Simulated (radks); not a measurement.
The tin ion Sn9+, configuration [Kr] 4d5 (the NIST ground configuration). Calculated with a radial shooting solver on a logarithmic mesh with Libxc functionals: non-relativistic Kohn-Sham, PBE, spin-polarised, spherical densities, point nucleus; open shells are filled with parallel spins first (spin-orbit coupling, left out, can overturn this in heavy ions); relativity is left out, which matters for an element this heavy.

X-ray form factor f0, the Fourier transform of the density (f0(0) = 41):

| sin(theta)/lambda (1/angstrom) | f0 (electrons) |
|---|---|
| 0.05 | 40.749 |
| 0.1 | 40.013 |
| 0.15 | 38.846 |
| 0.2 | 37.328 |
| 0.25 | 35.556 |
| 0.3 | 33.632 |
| 0.4 | 29.700 |
| 0.5 | 26.112 |
| 0.6 | 23.142 |
| 0.8 | 18.962 |
| 1 | 16.141 |
| 1.25 | 13.221 |
| 1.5 | 10.656 |
| 2 | 7.151 |
